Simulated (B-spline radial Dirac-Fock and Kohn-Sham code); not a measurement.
Energy-loss ionisation edge N3 (4p3/2) of Hg

System: the Hg atom, configuration [Xe] 4f14 5d10 6s2. Calculated with a B-spline atomic structure program, using the first Born approximation with generalised oscillator strengths from a Dirac-Hartree-Slater potential (longitudinal and transverse terms; continuum final states only, so no white lines or fine structure). The edge is taken at 576.6 eV (tabulated value).

Partial cross sections σ(β, Δ) in barn, integrated over a window Δ above the edge and up to the collection semi-angle β, for parallel illumination:

```
E₀ (kV)  β (mrad)  Δ = 25 eV  Δ = 50 eV  Δ = 100 eV  Δ = 200 eV  Δ = 300 eV
     60         5       64.3        127         231         377         470
     80        10        155        310         577         980        1260
     80       100        439        875        1670        3070        4290
    100         5       81.4        162         298         496         627
    100        10        155        311         581         993        1280
    120        10        154        309         578         994        1290
    120        20        226        452         854        1500        1990
    120       100        346        693        1330        2440        3420
    200        20          ?          ?           ?           ?           ?
    200        50        256        510         971        1770        2450
    300         5        103        207         389         671         874
    300        10        145        291         552         969        1280
    300        20        186        370         702        1260        1690
    300       100        225        453         869        1600        2230
```

Problem. Give the row for 200 kV and 20 mrad.

Solution. 199 b for 25 eV, 398 b for 50 eV, 755 b for 100 eV, 1340 b for 200 eV, 1790 b for 300 eV.
